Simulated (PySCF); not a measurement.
Absolute configuration from chiroptical data

Theory: PySCF 2.14.0, TDDFT PBE0/def2-SVPD circular dichroism and optical rotation, one conformer, gas phase. Geometry: GFN2-xTB.

States above about 8.2 eV lie in this functional's continuum (it starts at minus the energy of the highest occupied orbital, well below the true ionisation energy for most functionals) and depend on the basis.

Values for one enantiomer of C$_{7}$H$_{9}$N, R in 10⁻⁴⁰ esu² cm² (velocity form):
| λ (nm) | f | R |
| --- | --- | --- |
| 168 | 0.005 | -9.6 |
| 167 | 0.004 | +12.4 |
| 162 | 0.0007 | +1.1 |
| 158 | 0.006 | +2.6 |
| 157 | 0.005 | +0.6 |
| 156 | 0.003 | -1.1 |
| 154 | 0.021 | -7.6 |
| 152 | 0.003 | +4.9 |
| 150 | 0.010 | -12.7 |
| 147 | 0.015 | -21.3 |
| 147 | 0.010 | +13.6 |
| 145 | 0.010 | -0.4 |
| 144 | 0.006 | -4.0 |
| 143 | 0.015 | +15.4 |
| 141 | 0.010 | +6.8 |
| 140 | 0.008 | +9.3 |

[α] at 589.3 nm: +26 deg dm⁻¹ (g/mL)⁻¹ (origin-invariant length gauge).

(1) Which structure gives these signs?
A. C[C@H]1[C@@H](C#N)[C@H]2C[C@@H]12
B. C[C@@H]1[C@H](C#N)[C@@H]2C[C@H]12

Results:

(1) A. Its CIP labels in SMILES order are R, R, S, S; the other enantiomer gives every sign reversed.

The signs above follow by mirror symmetry from the run on the other enantiomer. Geometry of C[C@@H]1[C@H](C#N)[C@@H]2C[C@H]12 as run:
```xyz
17

C     1.851   -0.186   -0.036
C     0.523   -0.321   -0.759
C    -0.472    0.882   -0.713
C    -0.110    1.987    0.127
N     0.180    2.855    0.813
C    -1.534   -0.056   -0.126
C    -1.034   -0.620    1.165
C    -0.555   -1.201   -0.128
H     1.713    0.121    0.997
H     2.475    0.559   -0.527
H     2.375   -1.140   -0.046
H     0.703   -0.613   -1.796
H    -0.723    1.260   -1.706
H    -2.576   -0.022   -0.399
H    -1.736   -1.224    1.722
H    -0.376   -0.035    1.789
H    -0.712   -2.235   -0.388
```
